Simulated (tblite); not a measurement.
A geometry optimisation, step by step.

Compound: C5H11BrGeSi.
Numbering: `[SiH3:1]/[C:2]([GeH3:3])=[C:4](/[Br:5])[CH:6]1[CH2:7][CH2:8]1` (hydrogens: H9, H10, H11 on Si1; H12, H13, H14 on Ge3; H15 on C6; H16, H17 on C7; H18, H19 on C8)

Computed with GFN2-xTB (tblite), gas phase: L-BFGS steps from a force-field or distance-geometry start until the largest atomic force falls under 0.01 eV/Å. 6 of its 121 geometries are shown.

Step 0: E = -652.4470 eV, largest atomic force 1.838 eV/Å
```
atom  x, y, z in Å  |  force x, y, z in eV/Å
Si1     1.326   -0.537    1.742    0.084  -0.560   0.981
C2      1.108    0.074    0.007   -0.137  -0.006  -0.360
Ge3     2.658    0.734   -0.894    0.988   0.723  -0.417
C4     -0.059    0.066   -0.624   -0.366  -0.395   1.255
Br5    -0.167    0.712   -2.418    0.078   0.204   0.021
C6     -1.289   -0.453    0.050    0.525   0.723  -1.606
C7     -2.477   -0.586   -0.867   -0.803  -0.466   1.418
C8     -2.462    0.461    0.245   -0.873  -0.740   0.109
H9      0.485   -1.728    2.025    0.260   0.139  -0.075
H10     1.000    0.457    2.763   -0.087   0.161  -0.092
H11     2.729   -0.909    1.919    0.023  -0.044  -0.040
H12     2.712    0.260   -2.357    0.242   0.130   0.564
H13     2.597    2.291   -0.883    0.087  -0.686  -0.097
H14     3.891    0.305   -0.062   -0.390   0.200  -0.502
H15    -1.095   -1.182    0.838   -0.173   0.201  -0.550
H16    -2.440   -0.150   -1.867   -0.095  -0.766   0.447
H17    -3.035   -1.529   -0.680    0.076   1.003  -0.574
H18    -2.426    1.498   -0.098    0.038  -0.433   0.437
H19    -3.066    0.227    1.155    0.524   0.612  -0.919
```

Step 24: E = -652.9575 eV, largest atomic force 0.098 eV/Å
```
atom  x, y, z in Å  |  force x, y, z in eV/Å
Si1     1.386   -0.611    1.798    0.006  -0.012   0.011
C2      1.141    0.003    0.026   -0.056   0.019   0.047
Ge3     2.699    0.765   -0.892   -0.020   0.014   0.007
C4     -0.053    0.058   -0.558   -0.018   0.007  -0.030
Br5    -0.184    0.956   -2.271    0.043   0.000   0.033
C6     -1.322   -0.464   -0.032    0.007   0.029   0.021
C7     -2.583   -0.614   -0.842    0.084  -0.050   0.000
C8     -2.501    0.456    0.193    0.007   0.003  -0.016
H9      0.589   -1.811    2.078    0.042   0.010  -0.023
H10     0.985    0.478    2.697   -0.021  -0.032  -0.026
H11     2.805   -0.912    1.989   -0.009  -0.016  -0.025
H12     2.855    0.220   -2.276    0.010  -0.016   0.014
H13     2.618    2.257   -0.979   -0.048  -0.012  -0.021
H14     3.934    0.430   -0.112   -0.015  -0.003  -0.016
H15    -1.153   -1.215    0.732   -0.048   0.036  -0.018
H16    -2.578   -0.324   -1.882    0.045  -0.005   0.048
H17    -3.184   -1.490   -0.643   -0.017   0.035   0.019
H18    -2.405    1.477   -0.145   -0.003  -0.009  -0.014
H19    -3.057    0.349    1.112    0.010   0.000  -0.010
```

Step 48: E = -652.9914 eV, largest atomic force 0.088 eV/Å
```
atom  x, y, z in Å  |  force x, y, z in eV/Å
Si1     1.431   -0.740    1.791   -0.011   0.004  -0.009
C2      1.145    0.007    0.079   -0.004   0.003  -0.028
Ge3     2.664    0.781   -0.898   -0.008   0.014   0.011
C4     -0.057    0.101   -0.480    0.000   0.046   0.006
Br5    -0.180    0.995   -2.199    0.000  -0.010   0.033
C6     -1.338   -0.368    0.060    0.047  -0.031  -0.034
C7     -2.535   -0.628   -0.813   -0.016  -0.021   0.027
C8     -2.541    0.544    0.106    0.083   0.003   0.030
H9      0.752   -2.033    1.936    0.018   0.017  -0.049
H10     0.905    0.207    2.779    0.000  -0.007   0.012
H11     2.873   -0.925    1.962   -0.018   0.006  -0.004
H12     2.869    0.087   -2.208    0.006  -0.001   0.002
H13     2.445    2.237   -1.160    0.020   0.019   0.006
H14     3.928    0.657   -0.102   -0.022  -0.048   0.025
H15    -1.201   -1.030    0.907    0.002   0.003   0.032
H16    -2.437   -0.447   -1.872   -0.039  -0.013  -0.009
H17    -3.155   -1.476   -0.570   -0.013  -0.039   0.010
H18    -2.424    1.529   -0.319   -0.061   0.019  -0.019
H19    -3.156    0.510    0.994    0.016   0.037  -0.042
```

Step 72: E = -653.0134 eV, largest atomic force 0.043 eV/Å
```
atom  x, y, z in Å  |  force x, y, z in eV/Å
Si1     1.435   -0.804    1.733   -0.003   0.001   0.007
C2      1.141    0.063    0.082    0.004  -0.024  -0.015
Ge3     2.678    0.802   -0.882   -0.015  -0.013   0.007
C4     -0.067    0.168   -0.463    0.003   0.021   0.024
Br5    -0.206    1.034   -2.189   -0.004   0.002   0.015
C6     -1.341   -0.275    0.114    0.001   0.025  -0.001
C7     -2.519   -0.684   -0.729   -0.016  -0.012   0.005
C8     -2.572    0.595    0.036   -0.016  -0.016  -0.027
H9      0.867   -2.155    1.678    0.009   0.004   0.003
H10     0.807   -0.029    2.806   -0.013   0.004   0.003
H11     2.881   -0.879    1.938   -0.006  -0.008   0.018
H12     2.904    0.065   -2.164    0.003   0.026  -0.023
H13     2.506    2.258   -1.179   -0.008  -0.004  -0.008
H14     3.903    0.653   -0.034    0.013  -0.014  -0.010
H15    -1.194   -0.824    1.037   -0.001   0.018   0.011
H16    -2.420   -0.640   -1.803    0.004   0.028  -0.004
H17    -3.111   -1.516   -0.381    0.003  -0.026   0.005
H18    -2.499    1.520   -0.516    0.003  -0.005   0.005
H19    -3.204    0.656    0.909    0.039  -0.005  -0.017
```

Step 96: E = -653.0194 eV, largest atomic force 0.041 eV/Å
```
atom  x, y, z in Å  |  force x, y, z in eV/Å
Si1     1.423   -0.821    1.730   -0.007   0.012  -0.014
C2      1.151    0.051    0.076    0.015   0.018   0.008
Ge3     2.682    0.785   -0.901   -0.017  -0.014  -0.002
C4     -0.061    0.203   -0.448    0.004   0.003   0.023
Br5    -0.207    1.090   -2.160   -0.002   0.007  -0.005
C6     -1.334   -0.224    0.139    0.005  -0.037  -0.017
C7     -2.488   -0.707   -0.702    0.001  -0.015  -0.003
C8     -2.588    0.600    0.007   -0.024  -0.008  -0.009
H9      0.895   -2.186    1.636    0.003  -0.003   0.007
H10     0.729   -0.075    2.785   -0.002  -0.001   0.002
H11     2.858   -0.857    2.004    0.009   0.005  -0.012
H12     2.857    0.125   -2.232   -0.005   0.007  -0.003
H13     2.526    2.258   -1.112    0.012   0.003  -0.004
H14     3.929    0.562   -0.104    0.024  -0.009   0.009
H15    -1.187   -0.729    1.087   -0.006   0.002   0.012
H16    -2.375   -0.699   -1.776    0.006   0.003   0.014
H17    -3.053   -1.547   -0.326   -0.008  -0.002  -0.015
H18    -2.541    1.502   -0.584    0.005   0.019  -0.007
H19    -3.226    0.676    0.873   -0.011   0.011   0.016
```

Step 120: E = -653.0212 eV, largest atomic force 0.009 eV/Å
```
atom  x, y, z in Å  |  force x, y, z in eV/Å
Si1     1.429   -0.807    1.738   -0.003  -0.003   0.006
C2      1.148    0.062    0.085   -0.001   0.002   0.009
Ge3     2.681    0.772   -0.906    0.004  -0.002   0.001
C4     -0.067    0.219   -0.432   -0.001  -0.003  -0.002
Br5    -0.212    1.127   -2.135   -0.004   0.002   0.001
C6     -1.340   -0.220    0.145   -0.002   0.001  -0.001
C7     -2.479   -0.715   -0.710   -0.005   0.004   0.002
C8     -2.602    0.592   -0.002    0.002   0.002   0.000
H9      0.919   -2.180    1.654    0.003   0.002  -0.004
H10     0.727   -0.071    2.795    0.002   0.002  -0.005
H11     2.866   -0.821    2.005   -0.003   0.001  -0.002
H12     2.804    0.144   -2.257   -0.001  -0.005  -0.001
H13     2.576    2.254   -1.080    0.000   0.000   0.000
H14     3.938    0.482   -0.143    0.006   0.002   0.000
H15    -1.198   -0.722    1.096    0.001   0.000  -0.005
H16    -2.350   -0.703   -1.782    0.004   0.003   0.004
H17    -3.043   -1.559   -0.346    0.002  -0.005  -0.001
H18    -2.554    1.495   -0.590   -0.007   0.001  -0.002
H19    -3.252    0.662    0.857    0.002  -0.003  -0.001
```

**Question.** Summarise the path.

**Answer.** The energy falls by 13.24 kcal/mol from step 0 to step 120; nine tenths of that is first reached at step 30. It falls at every step. The largest force goes from 1.838 to 0.009 eV/Å. Among the bonds Ge3–H13 changes most, from 1.558 to 1.496 Å; the atoms move by 0.393 Å rms after alignment.

**Question.** Follow the three bonds and two angles with the largest change from start to end.

**Answer.** 
```
step  E above end (kcal/mol)  largest force (eV/Å)  Ge3–H13 (Å)  Ge3–H14 (Å)  C2–Ge3 (Å)  C4–C6–C7 (°)  H16–C7–H17 (°)
   0                   13.24                 1.838        1.558        1.548       1.911         113.9           120.7
   5                    4.06                 0.488        1.482        1.483       1.946         122.3           114.6
  10                    2.36                 0.177        1.502        1.503       1.963         123.7           112.2
  16                    1.78                 0.105        1.494        1.497       1.962         124.6           114.5
  21                    1.57                 0.136        1.500        1.502       1.969         124.4           113.5
  26                    1.42                 0.114        1.493        1.497       1.962         124.3           113.6
  31                    1.29                 0.091        1.497        1.498       1.955         124.1           113.9
  37                    1.13                 0.167        1.496        1.498       1.965         123.5           113.9
  42                    0.86                 0.173        1.500        1.502       1.954         122.9           113.4
  47                    0.71                 0.066        1.494        1.498       1.966         122.3           113.9
  52                    0.56                 0.088        1.501        1.502       1.962         123.0           113.9
  57                    0.44                 0.075        1.496        1.497       1.960         122.9           113.7
  63                    0.29                 0.072        1.495        1.498       1.962         123.2           113.9
  68                    0.22                 0.041        1.496        1.499       1.957         123.0           113.8
  73                    0.17                 0.041        1.495        1.498       1.959         122.8           113.8
  78                    0.12                 0.053        1.497        1.498       1.960         122.7           114.3
  83                    0.09                 0.031        1.496        1.498       1.959         122.6           113.8
  89                    0.07                 0.022        1.496        1.499       1.960         122.7           114.1
  94                    0.05                 0.025        1.496        1.497       1.957         122.5           114.0
  99                    0.03                 0.024        1.496        1.498       1.959         122.4           114.1
 104                    0.02                 0.016        1.496        1.498       1.959         122.4           113.8
 110                    0.01                 0.013        1.496        1.498       1.959         122.3           114.1
 115                    0.00                 0.012        1.497        1.498       1.960         122.1           113.9
 120                    0.00                 0.009        1.496        1.498       1.959         122.1           113.9
```

The cost below is that of the whole relaxation. Time: 1.0 s wall. Hardware: an Arm Neoverse V2 with one thread, shared host.
